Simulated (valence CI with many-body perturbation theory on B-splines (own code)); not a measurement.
# Missing levels of Fe20+

Method: valence CI with perturbative core correlation (CI+MBPT): four valence electrons over a frozen Dirac-Fock core [He], radial functions for each j: 11 s, 11 p, 10 d, 8 f, 5 g, 2 h, with the one-electron correlation potential Σ1, the two-electron term Σ2, the three-electron term Σ3, Breit, model QED; selected CI, second order for the rest, scaled by the run's own slope (own B-spline code, finite nucleus).

No measured spectrum was set against this ion. As an estimate, levels of excited configurations hold to 0.05 to 0.15 % of their energy, terms of the ground configuration to about 0.5 %. Among the levels kept, up to 1000 cm⁻¹ of a level comes from second order outside the variational space, and about a tenth of that is noise between levels of different J, which matters for small intervals.

| Level | E (cm⁻¹) |
| --- | --- |
| 2s²2p² ³P_0 | 0 |
| 2s²2p² ³P_1 | 73785 |
| 2s²2p² ³P_2 | 117330 |
| 2s²2p² ¹D_2 | 244670 |
| 2s²2p² ¹S_0 | 372160 |
| 2s2p³ ⁵S°_2 | ? |
| 2s2p³ ³D°_1 | ? |
| 2s2p³ ³D°_2 | ? |
| 2s2p³ ³D°_3 | ? |
| 2s2p³ ³P°_0 | ? |
| 2s2p³ ³P°_1 | 925180 |
| 2s2p³ ³P°_2 | 942700 |
| 2s2p³ ³S°_1 | 1096200 |
| 2s2p³ ¹D°_2 | 1127800 |
| 2s2p³ ¹P°_1 | 1261800 |
| 2p⁴ ³P_2 | 1646800 |
| 2p⁴ ³P_0 | ? |
| 2p⁴ ³P_1 | 1740900 |
| 2p⁴ ¹D_2 | 1818100 |
| 2p⁴ ¹S_0 | 2048900 |

Problem. The levels stand in rising order. What does the calculation give for the missing energies?

Solution. 2s2p³ ⁵S°_2 486490; 2s2p³ ³D°_1 776870; 2s2p³ ³D°_2 777480; 2s2p³ ³D°_3 803660; 2s2p³ ³P°_0 916540; 2p⁴ ³P_0 1736100.
